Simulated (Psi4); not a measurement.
C2H5S, doublet, at a GFN2-xTB geometry; CCSD(T)/6-31G* in Psi4.

Psi4 was given this input:
```
memory 2 GB

molecule mol {
0 2
  C     0.005961    1.318105   -0.607329
  S    -0.171148    0.115116    0.583727
  C     0.222020   -1.373632   -0.385197
  H     0.710619    1.157904   -1.399658
  H    -0.226497    2.316277   -0.297022
  H     0.132268   -2.225304    0.280552
  H    -0.483491   -1.459379   -1.206035
  H     1.237578   -1.298185   -0.762312
}

set basis 6-31g*
set reference uhf
set freeze_core true
set mp2_type conv
set scf_type pk
set puream true
set d_convergence 1e-8

energy('ccsd(t)')
print_variables()
```

What the program printed (banner, timings and long lists left out):

```
   => Loading Basis Set <=

    Name: 6-31G*
    Role: ORBITAL
    Keyword: BASIS

         ---------------------------------------------------------
                                   SCF
               by Justin Turney, Rob Parrish, Andy Simmonett
                          and Daniel G. A. Smith
                              UHF Reference
         ---------------------------------------------------------

  ==> Geometry <==

    Molecular point group: c1
    Full point group: C1

    Geometry (in Angstrom), charge = 0, multiplicity = 2:

       Center              X                  Y                   Z               Mass
    ------------   -----------------  -----------------  -----------------  -----------------
         C            0.028169759901     1.293622929321    -0.662100759368    12.000000000000
         S           -0.148939240099     0.090633929321     0.528955240632    31.972071174400
         C            0.244228759901    -1.398114070679    -0.439968759368    12.000000000000
         H            0.732827759901     1.133421929321    -1.454429759368     1.007825032230
         H           -0.204288240099     2.291794929321    -0.351793759368     1.007825032230
         H            0.154476759901    -2.249786070679     0.225780240632     1.007825032230
         H           -0.461282240099    -1.483861070679    -1.260806759368     1.007825032230
         H            1.259786759901    -1.322667070679    -0.817083759368     1.007825032230

  Running in c1 symmetry.

  Rotational constants: A =      0.68835  B =      0.27299  C =      0.20399 [cm^-1]
  Rotational constants: A =  20636.29445  B =   8184.11522  C =   6115.49820 [MHz]
  Nuclear repulsion =  104.340278618611137

  Charge       = 0
  Multiplicity = 2
  Electrons    = 33
  Nalpha       = 17
  Nbeta        = 16

  ==> Algorithm <==

  SCF Algorithm Type is PK.
  DIIS enabled.
  MOM disabled.
  Fractional occupation disabled.
  Guess Type is SAD.
  Energy threshold   = 1.00e-08
  Density threshold  = 1.00e-08
  Integral threshold = 1.00e-12

  ==> Primary Basis <==

  Basis Set: 6-31G*
    Blend: 6-31G*
    Number of shells: 30
    Number of basis functions: 56
    Number of Cartesian functions: 59
    Spherical Harmonics?: true
    Max angular momentum: 2

  ==> Integral Setup <==

  Using in-core PK algorithm.
   Calculation information:
      Number of atoms:                   8
      Number of AO shells:              30
      Number of primitives:             77
      Number of atomic orbitals:        59
      Number of basis functions:        56

      Integral cutoff                 1.00e-12
      Number of threads:                 1

  Performing in-core PK
  Using 2548812 doubles for integral storage.
  We computed 105353 shell quartets total.
  Whereas there are 108345 unique shell quartets.

  ==> DiskJK: Disk-Based J/K Matrices <==

    J tasked:                  Yes
    K tasked:                  Yes
    wK tasked:                  No
    Schwarz Cutoff:          1E-12

  Minimum eigenvalue in the overlap matrix is 1.3026295110E-02.
  Reciprocal condition number of the overlap matrix is 2.7845872881E-03.
    Using symmetric orthogonalization.

  ==> Pre-Iterations <==

  SCF Guess: Superposition of Atomic Densities via on-the-fly atomic UHF (no occupation information).

   -------------------------
    Irrep   Nso     Nmo
   -------------------------
     A         56      56
   -------------------------
    Total      56      56
   -------------------------

  ==> Iterations <==

                        Total Energy        Delta E     RMS |[F,P]|

   @UHF iter SAD:  -475.46886821606256   -4.75469e+02   0.00000e+00
   @UHF iter   1:  -476.03375846749680   -5.64890e-01   4.89797e-03 ADIIS/DIIS
   @UHF iter   2:  -476.08925077897499   -5.54923e-02   2.12900e-03 ADIIS/DIIS
   @UHF iter   3:  -476.09944550196417   -1.01947e-02   7.40786e-04 ADIIS/DIIS
   @UHF iter   4:  -476.10318904214824   -3.74354e-03   3.81353e-04 ADIIS/DIIS
   @UHF iter   5:  -476.10446374196920   -1.27470e-03   1.98855e-04 ADIIS/DIIS
   @UHF iter   6:  -476.10494409616757   -4.80354e-04   6.56449e-05 DIIS
   @UHF iter   7:  -476.10497346521117   -2.93690e-05   2.55998e-05 DIIS
   @UHF iter   8:  -476.10497714952606   -3.68431e-06   1.04528e-05 DIIS
   @UHF iter   9:  -476.10497794296845   -7.93442e-07   4.33673e-06 DIIS
   @UHF iter  10:  -476.10497809085831   -1.47890e-07   1.79227e-06 DIIS
   @UHF iter  11:  -476.10497811710184   -2.62435e-08   6.56145e-07 DIIS
   @UHF iter  12:  -476.10497812053410   -3.43226e-09   2.10010e-07 DIIS
   @UHF iter  13:  -476.10497812083639   -3.02293e-10   7.39393e-08 DIIS
   @UHF iter  14:  -476.10497812087118   -3.47882e-11   3.38642e-08 DIIS
   @UHF iter  15:  -476.10497812088062   -9.43601e-12   1.54119e-08 DIIS
   @UHF iter  16:  -476.10497812088352   -2.89901e-12   6.31620e-09 DIIS
  Energy and wave function converged.

  ==> Post-Iterations <==

   @Spin Contamination Metric:   1.452338916E-02
   @S^2 Expected:                7.500000000E-01
   @S^2 Observed:                7.645233892E-01
   @S   Expected:                5.000000000E-01
   @S   Observed:                5.000000000E-01

    Orbital Energies [Eh]
    ---------------------

    Alpha Occupied:

[...]
    Alpha Virtual:

[...]
    Beta Occupied:

[...]
      16A     -0.360113

    Beta Virtual:

[...]
      56A      2.625577

    Final Occupation by Irrep:
              A
    DOCC [    16 ]
    SOCC [     1 ]
    NA   [    17 ]
    NB   [    16 ]

  @UHF Final Energy:  -476.10497812088352

   => Energetics <=

    Nuclear Repulsion Energy =            104.3402786186111371
    One-Electron Energy =                -862.0615057817886964
    Two-Electron Energy =                 281.6162490422940436
    Total Energy =                       -476.1049781208835157

  UHF NO Occupations:
  HONO-2 :   15  A 1.9976646
  HONO-1 :   16  A 1.9969488
  HONO-0 :   17  A 1.0000000
  LUNO+0 :   18  A 0.0030512
  LUNO+1 :   19  A 0.0023354
[...]
     3        -0.403371198797376    1.497e-02    0.019642    0.000000    0.000000    0.000000
     4        -0.403469287968258    7.686e-03    0.022696    0.000000    0.000000    0.000000
     5        -0.403475174835167    3.184e-03    0.024111    0.000000    0.000000    0.000000
     6        -0.403467067128802    9.570e-04    0.024424    0.000000    0.000000    0.000000
     7        -0.403466281840877    3.828e-04    0.024496    0.000000    0.000000    0.000000
     8        -0.403465823611037    1.538e-04    0.024525    0.000000    0.000000    0.000000
     9        -0.403463994825717    6.530e-05    0.024525    0.000000    0.000000    0.000000
    10        -0.403464637857397    3.164e-05    0.024525    0.000000    0.000000    0.000000
    11        -0.403464987000976    1.435e-05    0.024527    0.000000    0.000000    0.000000
    12        -0.403465323874563    6.518e-06    0.024525    0.000000    0.000000    0.000000
    13        -0.403465348829957    2.281e-06    0.024526    0.000000    0.000000    0.000000
    14        -0.403465297900265    9.715e-07    0.024526    0.000000    0.000000    0.000000
    15        -0.403465291973825    4.151e-07    0.024526    0.000000    0.000000    0.000000
    16        -0.403465295896799    1.521e-07    0.024526    0.000000    0.000000    0.000000
    17        -0.403465298879201    6.305e-08    0.024526    0.000000    0.000000    0.000000

    Iterations converged.

    Largest TIA Amplitudes:
              5   0         0.0091050178
              6  27         0.0089907207
              9   4         0.0076865903
              6   2        -0.0076027573
              8  19        -0.0073752887
              7  17        -0.0071617164
              8   6         0.0070670265
              9   0         0.0066891356
              8   0        -0.0066270818
              6   0        -0.0061821554

    Largest Tia Amplitudes:
              8   0         0.0829340995
              8  16         0.0239239523
              8   1        -0.0183827603
              8   5        -0.0136956817
              7   0         0.0103575689
              6  28         0.0099705054
              7  20        -0.0085485774
              5   1         0.0079295739
              3   4         0.0074470435
              7   1        -0.0071992206

    Largest TIJAB Amplitudes:
      8   6  11   0        -0.0112516137
      9   8   9   8        -0.0090374318
      8   6  10   9        -0.0084655966
      9   6  10   8         0.0080857943
      9   8  12   0        -0.0078275657
      8   7   9   8        -0.0077065025
      8   6   3   0         0.0076765383
      9   6  14   5         0.0076653079
      9   2   8   7        -0.0071465013
      9   8  17   2        -0.0071420589

    Largest Tijab Amplitudes:
      8   7   3   0         0.0141407298
      8   7  10   9        -0.0115352077
      8   6   3   0         0.0114510425
      8   2   8   0         0.0113524721
      7   6  12   1         0.0113001573
      8   6   6   0        -0.0111660583
      8   7   1   0         0.0108249172
      8   6   4   0         0.0107532010
      8   6  11   0         0.0104368334
      8   6  12   0         0.0099090243

    Largest TIjAb Amplitudes:
      8   7   0   1        -0.0348024351
      4   4   4   5        -0.0300956527
      9   8   8  10         0.0276739730
      7   7   0   1        -0.0218073691
      6   6   5   6        -0.0201814944
      9   8  17   0        -0.0193333052
      9   8   2   3         0.0173294593
      6   6   0   1        -0.0168976684
      4   4  22  23        -0.0167636645
      9   8  14   0        -0.0163842277

    SCF energy       (wfn)                    = -476.104978120883516
    Reference energy (file100)                = -476.104978120885107

    Opposite-spin MP2 correlation energy      =   -0.273957404678162
    Same-spin MP2 correlation energy          =   -0.085202613432715
    Singles MP2 correlation energy            =   -0.000000000000000
    MP2 correlation energy                    =   -0.359160018110877
      * MP2 total energy                      = -476.464138138995963

    Opposite-spin CCSD correlation energy     =   -0.321876963097876
    Same-spin CCSD correlation energy         =   -0.081588335781325
    Singles CCSD correlation energy           =   -0.000000000000000
    CCSD correlation energy                   =   -0.403465298879201
      * CCSD total energy                     = -476.508443419764319

            **************************
            *                        *
            *        CCTRIPLES       *
            *                        *
            **************************

    Wave function   =    CCSD_T
    Reference wfn   =      UHF

    Nuclear Rep. energy (wfn)                =  104.340278618611137
    SCF energy          (wfn)                = -476.104978120883516
    Reference energy    (file100)            = -476.104978120885107
    CCSD energy         (file100)            =   -0.403465298879201
    Total CCSD energy   (file100)            = -476.508443419764319

    Number of ijk index combinations:
    Spin Case AAA:                                 120
    Spin Case BBB:                                  84
    Spin Case AAB:                                 405
    Spin Case ABB:                                 360
    AAA (T) energy                             =   -0.000254627883746
    BBB (T) energy                             =   -0.000266468230853
    AAB (T) energy                             =   -0.005748003986112
    ABB (T) energy                             =   -0.005315660360832
    (T) energy                                   =   -0.011584760461543
      * CCSD(T) total energy                     = -476.520028180225836

  Variable Map:
  ----------------------------------------------------------------------------
[...]
  Array Variable Map:
  ----------------------------------------------------------------------------
[...]
[...]
```
